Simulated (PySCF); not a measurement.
**Static response to an electric field**

Species: C₈H₈.
Cartesian coordinates in Å at the GFN2-xTB level; atoms count from 1:
```
atom  x, y, z in Å
C1     4.4429   -0.0131    0.4086
C2     3.2557   -0.1785    0.2810
C3     1.9196   -0.3586    0.1410
C4     0.7264   -0.5358    0.0239
C5    -0.6660   -0.6992   -0.1215
C6    -1.2354   -1.8965    0.0144
C7    -1.4449    0.5600   -0.3990
C8    -1.5160    1.4357    0.8521
H9     5.4756    0.1268    0.5208
H10   -0.6562   -2.7778    0.2321
H11   -2.2992   -2.0249   -0.0911
H12   -0.9578    1.1189   -1.2023
H13   -2.4534    0.2971   -0.7234
H14   -2.0656    2.3510    0.6439
H15   -2.0185    0.9041    1.6580
H16   -0.5148    1.6999    1.1864
```

Level: CAM-B3LYP/def2-SVPD (PySCF), static field, nuclei fixed, core orbitals frozen in the response. The polarisability tensor in these axes (au):

```
x   165.52  17.55   7.28
y    17.55  86.35   1.84
z     7.28   1.84  63.74
```

Task: Give the principal values, the mean and the anisotropy Δα = √{½[(α1 − α2)² + (α2 − α3)² + (α1 − α3)²]}.

Result: Principal values 63.21, 82.64 and 169.77 au; mean 105.21 au = 15.59 Å³ = 17.35 × 10⁻⁴⁰ C²·m²/J; Δα = 98.30 au (93 % of the mean).

Task: What is the dipole moment, and where does it point?

Result: (-0.89, 0.18, -0.03) D, 0.91 D in size, pointing from the negative to the positive side. Measured along this direction, the outermost atoms are H9 at the negative end and H13 and H14 at the positive end.

Task: Directions of the eigenvectors, and the extent of the frame along each?

Result: Largest value along (0.98, 0.21, 0.07), where the nuclei span 8.08 Å; middle along (-0.21, 0.98, 0.02), 5.32 Å; least along (-0.07, -0.03, 1.00), 2.93 Å. The response follows the extents in order.

Task: Refractivity n − 1 of an ideal gas of it at 298.15 K and 1 atm, from the electronic α?

Result: N = p/kT = 2.4615 × 10¹⁹ cm⁻³, so n − 1 = 2π × N × 15.59 × 10⁻²⁴ cm³ = 2411 × 10⁻⁶ at long wavelengths, for an ideal gas.

Task: In TDDFT the mean static polarisability is Σ f/ω² over all singlet excitations (ω in hartree). How much of it do the 8 lowest give? Their energies (eV) and oscillator strengths: 4.34, 0.0001; 4.55, 0.1248; 4.64, 0.0005; 6.27, 0.8146; 6.58, 0.0058; 6.76, 0.0000; 6.99, 0.0012; 7.12, 0.0651.

Result: They add up to 20.91 au, 19.9 % of the 105.21 au; the largest single term is 15.36 au, from the state at 6.27 eV. Terms in order: 0.01, 4.47, 0.02, 15.36, 0.10, 0.00, 0.02, 0.95 au. Higher excitations give the rest. The strengths listed sum to 1.012.

Geometry: GFN2-xTB, one conformer, isolated molecule.
